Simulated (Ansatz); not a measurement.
A geometry relaxed with CAM-B3LYP-D3(BJ)/def2-TZVP (Ansatz, a first-principles code), charge 0, multiplicity 1:

```xyz
13

H     -1.0523     1.4221    -1.0308
H     -2.8639    -1.4077     0.7137
H     -0.5055    -1.0995     0.6985
C      0.9061     0.8807    -0.5168
C     -2.4160    -0.5747     0.1944
H      1.2828     1.7396    -1.0632
C     -0.4187     0.7141    -0.5082
H      2.1631    -1.5761    -0.2628
C     -1.1056    -0.3717     0.1634
Si     2.1704    -0.2111     0.3109
H      3.5107     0.3796     0.1150
H      1.9094    -0.3334     1.7632
Cl    -3.5804     0.4379    -0.5772
```

### Question
Write the SMILES of this molecule.

### Answer
`[SiH3]/C=C\C=C/Cl`
